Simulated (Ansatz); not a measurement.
These are frozen-core CCSD(T)/def2-TZVPP // PBE0-D4/def2-TZVP (Ansatz, an electronic-structure program) values and carry that method's errors. The geometry is that of the parent before the electron was removed.

Ansatz 0.2 input:
```yaml
crystal:
  periodic: [false, false, false]
  atoms:
    - { symbol: Cl, position_ang: [-1.5637, 1.212771, -0.056635] }
    - { symbol: Si, position_ang: [-0.047697, -0.152158, 0.010559] }
    - { symbol: Br, position_ang: [1.908046, 0.864246, -0.083151] }
    - { symbol: H, position_ang: [-0.130975, -0.882837, 1.289974] }
    - { symbol: H, position_ang: [-0.165673, -1.042021, -1.160747] }
basis:
  gaussian: { orbitals: def2-TZVPP }
correlation:
  method: ccsd_t
total_charge: 1
magnetization:
  spin_polarized: true
  initial_magnetization: 1
```

Output:

```
Functional definition: HF
972 factors; integrals over basis functions are off by at most 6.2e-4 eV
mean field evaluation 1: about -90387.0831 eV, gradient 1.5e1 eV
mean field evaluation 2: about -90387.0883 eV, gradient 1.5e1 eV
mean field evaluation 4: about -90389.0440 eV, gradient 2.8e0 eV
mean field evaluation 8: about -90389.6410 eV, gradient 6.0e-1 eV
mean field evaluation 16: about -90388.6023 eV, gradient 8.5e0 eV
mean field evaluation 32: about -90389.6530 eV, gradient 2.0e-4 eV
mean field evaluation 64: about -90389.5927 eV, gradient 2.5e-1 eV
mean field evaluation 96: about -90389.6530 eV, gradient 5.3e-2 eV
mean field evaluation 128: about -90389.0368 eV, gradient 5.1e0 eV
mean field evaluation 160: about -90388.8560 eV, gradient 3.5e-1 eV
mean field evaluation 192: about -90388.1790 eV, gradient 1.1e1 eV
mean field evaluation 224: about -90387.1186 eV, gradient 6.2e0 eV
mean field evaluation 256: about -90389.5893 eV, gradient 3.3e-1 eV
mean field evaluation 288: about -90388.8635 eV, gradient 2.1e-3 eV
mean field evaluation 320: about -90383.8884 eV, gradient 1.7e1 eV
mean field evaluation 352: about -90388.8635 eV, gradient 8.7e-4 eV
mean field evaluation 384: about -90389.6530 eV, gradient 1.7e-3 eV
mean field evaluation 416: about -90387.9538 eV, gradient 7.8e-1 eV
mean field evaluation 448: about -90388.1558 eV, gradient 2.2e-2 eV
mean field -90389.65303256 eV, -3321.7584806392 hartree, gradient 6.0e-6 eV, S^2 0.760683; 16 other end points of the search recorded, 0 dependent functions left out
determinant -90389.65303256 eV, -3321.7584806392 hartree, with singles and doubles -90405.82186153 eV, -3322.3526741443 hartree
determinant -90389.59455759 eV, -3321.7563317238 hartree, with singles and doubles -90405.73114744 eV, -3322.3493404629 hartree
determinant -90388.86348627 eV, -3321.7294653482 hartree, with singles and doubles -90405.17311999 eV, -3322.3288333324 hartree
determinant -90388.85355401 eV, -3321.7291003444 hartree, with singles and doubles -90405.05654452 eV, -3322.3245492630 hartree
determinant -90388.55893760 eV, -3321.7182733912 hartree, with singles and doubles -90405.48167962 eV, -3322.3401726897 hartree
determinant -90388.29257367 eV, -3321.7084846972 hartree, with singles and doubles -90404.87161845 eV, -3322.3177533552 hartree
determinant -90388.15583814 eV, -3321.7034597591 hartree, with singles and doubles -90404.78640141 eV, -3322.3146216867 hartree
determinant -90389.65303256 eV, -3321.7584806392 hartree, with singles and doubles -90405.71909498 eV, -3322.3488975431 hartree
determinant -90389.59455759 eV, -3321.7563317238 hartree, with singles and doubles -90405.62893431 eV, -3322.3455841998 hartree
determinant -90388.86348627 eV, -3321.7294653482 hartree, with singles and doubles -90405.07473090 eV, -3322.3252176001 hartree
determinant -90388.85355401 eV, -3321.7291003444 hartree, with singles and doubles -90404.95573292 eV, -3322.3208445048 hartree
determinant -90388.55893760 eV, -3321.7182733912 hartree, with singles and doubles -90405.36319690 eV, -3322.3358185302 hartree
determinant -90389.65303256 eV, -3321.7584806392 hartree, with singles and doubles -90405.73456695 eV, -3322.3494661275 hartree
determinant -90389.59455759 eV, -3321.7563317238 hartree, with singles and doubles -90405.63829411 eV, -3322.3459281658 hartree
determinant -90388.55893760 eV, -3321.7182733912 hartree, with singles and doubles -90405.62009521 eV, -3322.3452593688 hartree
19 core orbitals not correlated
reference -90389.65303256 eV, -3321.7584806392 hartree; 15, 14 occupied and 126, 127 virtual orbitals, 972 factors
second order -14.93232235 eV of doubles, -0.00000000 eV of singles
cycle   1  -16.08152716 eV  change    7.2e-6 eV  update   2.3e-6
perturbative correction -0.60439175 eV, -0.0222109870 hartree
Total energy: -90406.33895147 eV, -3322.3716768489 hartree
```

Cost: about 15 core-minutes (a rough figure).
